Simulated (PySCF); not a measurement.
Si(H)(SiH3) (H4Si2), SMILES [SiH3][SiH] (connectivity only; charge and spin as stated), neutral, multiplicity 1. Atoms are numbered in the order given.

```xyz
6

Si     0.1086    -1.3054     0.0000
H     -1.4115    -1.3279     0.0000
Si     0.0036     1.0603     0.0000
H     -0.7433     1.5116     1.2074
H     -0.7433     1.5116    -1.2074
H      1.3269     1.7366     0.0000
```

The structure is a stationary point at ωB97X-D3(BJ)/def2-TZVP. The isomer is the one that the SMILES or the coordinates give; other isomers of the formula were not compared.

Method: PBE0/def2-TZVPD (PySCF).

Mulliken values depend strongly on the basis, most of all with diffuse functions as here. Atomic charges (e):

| atom | Mulliken | IAO |
|---|---|---|
| Si1 | -0.02 | 0.14 |
| H2 | 0.02 | -0.11 |
| Si3 | -0.01 | 0.27 |
| H4 | 0.01 | -0.09 |
| H5 | 0.01 | -0.09 |
| H6 | -0.01 | -0.11 |
